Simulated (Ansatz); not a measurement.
Molecule: ZnH, net charge 1, singlet state. 
Structure (B3LYP-D3(BJ)/def2-TZVP (Ansatz, an electronic-structure program) minimum search):
SMILES: [ZnH+]
```xyz
2

Zn     0.0000     0.0000    -0.0496
H      0.0000     0.0000     1.4885
```
Charge +1, spin multiplicity 1.

Basis-set convergence of Hartree-Fock and CCSD(T) correlation energies (hartree) with Ansatz. Cores are frozen in the correlated levels unless marked. No spin-orbit coupling. Frozen are the shells of the preceding noble gas and the d and f shells that filled before the atom's block. Non-relativistic.

```csv
basis,functions,E(HF),"E(corr, CCSD(T))"
def2-SVPD,42,-1777.82877,-0.28656
def2-TZVPPD,84,-1778.07024,-0.45648
def2-QZVPPD,133,-1778.11159,-0.48743
```

Extrapolating the two largest sets (X = 3 and 4) as X^-3: E(corr) = (64·(-0.48743) - 27·(-0.45648))/37 = -0.5100 Eh, an estimate of the basis-set limit. The largest set recovers 95.6 % of it, the smallest 56.2 %.
